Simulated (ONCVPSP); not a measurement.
Scattering properties, ONCV potential for chlorine

Cl, optimised norm-conserving Vanderbilt (ONCV), made with ONCVPSP 4.0.1 (PBEsol, scalar-relativistic). Core [He], reference 2s2 2p6 3s2 3p4 (charge +1). Waves: 2s+3s: rc 0.65 bohr, ncon 4, nbas 9, qcut 21.7 1/bohr, 2 projectors; 2p+3p: rc 0.65 bohr, ncon 3, nbas 7, qcut 20.7 1/bohr, 3 projectors, debl 1.6 Ha; d scattering state at 0.22 Ha: rc 0.50 bohr, ncon 4, nbas 7, qcut 22.6 1/bohr, local. Local part: the d channel. Core correction: none.

The phase is arctan(r·R′/R) of the radial function R(r), unwrapped; energies in Ha, scanned from -11 to 5 Ha. A pole is an energy at which the radial function vanishes at the test radius. The pseudo phase is shifted by a multiple of π to meet the all-electron one at the reference energy, and phase errors are pseudo minus all-electron; the curves can meet again beyond the range given. Levels narrower than the energy grid can be missing from the lists of poles.

Problem. For each channel, where are the poles, and over which energies does the pseudopotential scatter like the atom?

Solution.

| channel | radius (bohr) | reference energy (Ha) | poles, all-electron | poles, pseudo | unbroken range about the reference energy with phases within 0.05 rad | phase error 1 Ha above the reference energy (rad) |
| --- | --- | --- | --- | --- | --- | --- |
| s | 0.66 | -1.18 | -5.94 | -5.94 | the whole range | +0.000 |
| p | 0.66 | -0.71 | -4.83 | -4.83 | the whole range | +0.000 |
| d | 0.51 | 0.22 | none | none | the whole range | +0.000 |

Phases in the p channel:

```json
{"E (Ha)": "-10.96", "all-electron": "0.168", "pseudo": "0.168"}
{"E (Ha)": "-10.08", "all-electron": "-0.257", "pseudo": "-0.257"}
{"E (Ha)": "-9.20", "all-electron": "-0.693", "pseudo": "-0.693"}
{"E (Ha)": "-8.32", "all-electron": "-1.021", "pseudo": "-1.021"}
{"E (Ha)": "-7.44", "all-electron": "-1.239", "pseudo": "-1.239"}
{"E (Ha)": "-6.56", "all-electron": "-1.386", "pseudo": "-1.386"}
{"E (Ha)": "-5.68", "all-electron": "-1.492", "pseudo": "-1.492"}
{"E (Ha)": "-4.80", "all-electron": "-1.573", "pseudo": "-1.573"}
{"E (Ha)": "-3.92", "all-electron": "-1.639", "pseudo": "-1.639"}
{"E (Ha)": "-3.04", "all-electron": "-1.698", "pseudo": "-1.698"}
{"E (Ha)": "-2.16", "all-electron": "-1.751", "pseudo": "-1.751"}
{"E (Ha)": "-1.28", "all-electron": "-1.803", "pseudo": "-1.803"}
{"E (Ha)": "-0.40", "all-electron": "-1.856", "pseudo": "-1.856"}
{"E (Ha)": "0.48", "all-electron": "-1.912", "pseudo": "-1.912"}
{"E (Ha)": "1.36", "all-electron": "-1.974", "pseudo": "-1.974"}
{"E (Ha)": "2.24", "all-electron": "-2.045", "pseudo": "-2.045"}
{"E (Ha)": "3.12", "all-electron": "-2.130", "pseudo": "-2.129"}
{"E (Ha)": "4.00", "all-electron": "-2.233", "pseudo": "-2.233"}
{"E (Ha)": "4.88", "all-electron": "-2.364", "pseudo": "-2.364"}
```
